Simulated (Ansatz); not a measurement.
Ansatz (a quantum-chemistry and plane-wave program) job for HfF4, SMILES [F][Hf]([F])([F])[F], multiplicity 1, PBE0/def2-SVPD. The structure is a stationary point at B3LYP-D3(BJ)/def2-SVP. The spin state was assumed, not searched. The isomer is the one that the SMILES or the coordinates give; other isomers of the formula were not compared. The def2 effective core potentials stand for the cores of Hf; spin–orbit coupling is left out.

Ansatz 0.2 input:
```yaml
crystal:
  periodic: [false, false, false]
  atoms:
    - {symbol: Hf, position_ang: [0.00000000, 0.00000000, 0.00000000]}
    - {symbol: F, position_ang: [-1.10357370, 1.10357369, -1.10357370]}
    - {symbol: F, position_ang: [1.10357370, 1.10357370, 1.10357370]}
    - {symbol: F, position_ang: [1.10357370, -1.10357369, -1.10357369]}
    - {symbol: F, position_ang: [-1.10357369, -1.10357370, 1.10357369]}
basis:
  gaussian:
    orbitals: def2-SVPD
hamiltonian:
  xc: {name: PBE0}
```

Log of the run:

```
WARN ansatz: RAYON_NUM_THREADS=1 ignored (pool sized by the plan → 1); use --threads N
Functional definition: PBE0
integrals: 0.05 GiB planned
1086 factors; their error is unknown
mean field: 0.48 GiB planned
mean field evaluation 1: about -12156.5435 eV, gradient 7.2e1 eV
mean field evaluation 2: about -12122.1342 eV, gradient 1.7e2 eV
mean field evaluation 4: about -12164.8940 eV, gradient 1.9e0 eV
mean field evaluation 8: about -12164.9089 eV, gradient 1.7e-2 eV
mean field -12165.07012825 eV, -447.0580814325 hartree, gradient 2.5e-5 eV, S^2 0.000000; 0 other end points of the search recorded, 0 dependent functions left out
reference -12165.07016706 eV, -447.0580828588 hartree; 24, 24 occupied and 103, 103 virtual orbitals, 1086 factors
Total energy: -12165.07016706 eV, -447.0580828588 hartree
```

The run converged.

Cost: around 4 core-seconds (rough).
